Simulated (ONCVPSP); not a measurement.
**Which change was made? (Ta, ONCV)**

```
Element                 : tantalum
Generator               : ONCVPSP 4.0.1
Type                    : optimised norm-conserving Vanderbilt (ONCV)
Functional              : LDA (Perdew-Zunger)
Relativity              : scalar-relativistic
Frozen core             : [Kr] 4d10 4f14
Valence charge          : 13
Reference configuration : 5s2 5p6 5d3 6s0.5 (charge +1.5)
Partial waves           : 5s+6s: rc 1.90 bohr, ncon 4, nbas 7, qcut 7.9 1/bohr, 2 projectors; 5p: rc 1.40 bohr, ncon 4, nbas 7, qcut 5.6 1/bohr, 2 projectors, debl 2 Ha; 5d: rc 2.60 bohr, ncon 5, nbas 9, qcut 5.3 1/bohr, 1 projector; f scattering state at 0.02 Ha: rc 2.30 bohr, ncon 3, nbas 7, qcut 5.6 1/bohr, 1 projector
Local potential         : polynomial inside 1.25 bohr (lpopt 5, dvloc0 0 Ha)
Core correction         : Teter function, fcfact 5, rcfact 1.1
```

Cutoffs, loose and tight: the cutoffs (Ha) at which the residual kinetic energy of the hardest occupied pseudo-wave falls to 1 and 0.1 mHa per electron. They do not see the model core or the augmentation charge, which bear on the density cutoff. Test errors are all-electron minus pseudo excitation energies from the reference, over the configurations 5s2 5p6 5d3 6s2; 5s2 5p6 5d3 6s1; 5s2 5p6 5d3 6s0; 5s2 5p5 5d3 6s2; variants that change the core or the reference have their own tests.

The base gives: outcome: generated; cutoff, loose: 62 Ha; cutoff, tight: 76 Ha; bound ghosts: none; GHOST(+) flags above zero: s; largest test error (meV): -116.

(1) After one change the result is: outcome: generated; cutoff, loose: 11 Ha; cutoff, tight: 16 Ha; bound ghosts: none; GHOST(+) flags above zero: d; largest test error (meV): -209. Which change was it?
A. all radii but the core radius scaled by about 0.95 (s 1.80, p 1.32, d 2.46, f 2.18 bohr); local potential polynomial inside 1.18 bohr (lpopt 5, dvloc0 0 Ha)
B. all radii but the core radius scaled by about 1.32 (s 2.52, p 1.86, d 3.44, f 3.04 bohr); local potential polynomial inside 1.66 bohr (lpopt 5, dvloc0 0 Ha)
C. all radii but the core radius scaled by about 0.79 (s 1.50, p 1.10, d 2.04, f 1.80 bohr); local potential polynomial inside 0.98 bohr (lpopt 5, dvloc0 0 Ha)

## Answers

(1) B. The others give: all radii but the core radius scaled by about 0.95 (s 1.80, p 1.32, d 2.46, f 2.18 bohr); local potential polynomial inside 1.18 bohr (lpopt 5, dvloc0 0 Ha) → outcome: generated; cutoff, loose: 73 Ha; cutoff, tight: 87 Ha; bound ghosts: none; GHOST(+) flags above zero: s; largest test error (meV): -107 | all radii but the core radius scaled by about 0.79 (s 1.50, p 1.10, d 2.04, f 1.80 bohr); local potential polynomial inside 0.98 bohr (lpopt 5, dvloc0 0 Ha) → outcome: generated; cutoff, loose: 91 Ha; cutoff, tight: 113 Ha; bound ghosts: s; GHOST(+) flags above zero: p; largest test error (meV): -97.
